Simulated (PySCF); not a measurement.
Polarisability and C₆ of H⁻ (hydrogen, charge -1)

1s2, closed-shell 1S. All numbers are calculated (PySCF 2.14, scalar relativity by spin-free X2C-1e, in x2c-QZVPPall with one added diffuse shell each of s, p, d type (5s4p3d1f, 39 functions)). Coupled (time-dependent) response in atomic units; α is the mean over directions.

| method | mean α (bohr³) | C₆ (like pair) | S(−4) |
| --- | --- | --- | --- |
| UHF | 28.14 | 166.3 | 360.6 |

S(−4) is the Cauchy moment in α(ω) = α(0) + S(−4) ω² + …

α(iu) at UHF:

```json
{"u (hartree)": "0", "α(iu) (bohr³)": "28.14"}
{"u (hartree)": "0.0500", "α(iu) (bohr³)": "27.26"}
{"u (hartree)": "0.100", "α(iu) (bohr³)": "24.94"}
{"u (hartree)": "0.200", "α(iu) (bohr³)": "18.61"}
{"u (hartree)": "0.300", "α(iu) (bohr³)": "13.09"}
{"u (hartree)": "0.500", "α(iu) (bohr³)": "6.730"}
{"u (hartree)": "0.750", "α(iu) (bohr³)": "3.472"}
{"u (hartree)": "1.00", "α(iu) (bohr³)": "2.081"}
{"u (hartree)": "1.50", "α(iu) (bohr³)": "0.9823"}
{"u (hartree)": "2.00", "α(iu) (bohr³)": "0.5712"}
{"u (hartree)": "3.00", "α(iu) (bohr³)": "0.2643"}
{"u (hartree)": "5.00", "α(iu) (bohr³)": "0.09901"}
```

A single London oscillator, α(iu) = α/(1 + u²/ω²), gives C₆ = (3/4) ω α². Matching the computed C₆ needs ω = 4 × 166.3 / (3 × 28.14²) = 0.280 hartree.

For an ion, C₆ is the dispersion term alone; charge-induced terms of lower order in 1/R come first.
